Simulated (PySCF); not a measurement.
A compound of formula C38H22 has these computed shifts in ppm, with the number of atoms in brackets (GIAO KT3/pcSseg-1, gas phase, PySCF SCF with an in-house response code, fitting set def2-universal-JFIT, grid level 2, non-relativistic, on the GFN2-xTB geometry; 13C, 1H against isolated TMS).

1H: 9.30 (2), 9.27 (2), 9.27 (2), 9.22 (2), 9.16 (2), 9.03 (2), 8.99 (2), 8.07 (2), 8.00 (2), 7.86 (2), 7.75 (2)
13C: 123.9 (2), 122.6 (2), 122.1 (2), 122.1 (2), 120.5 (2), 120.5 (2), 120.4 (2), 120.4 (2), 120.4 (2), 120.4 (2), 120.3 (2), 120.2 (2), 116.2 (2), 115.5 (2), 115.4 (2), 115.3 (2), 115.2 (2), 115.1 (2), 114.9 (2)

(1) Which structure gave them?

## Answers

(1) c1ccc2c(c1)ccc1c2ccc2c1ccc1c2ccc2c3ccc4c5ccccc5ccc4c3ccc21 ([9]phenacene). Other isomers were not compared.
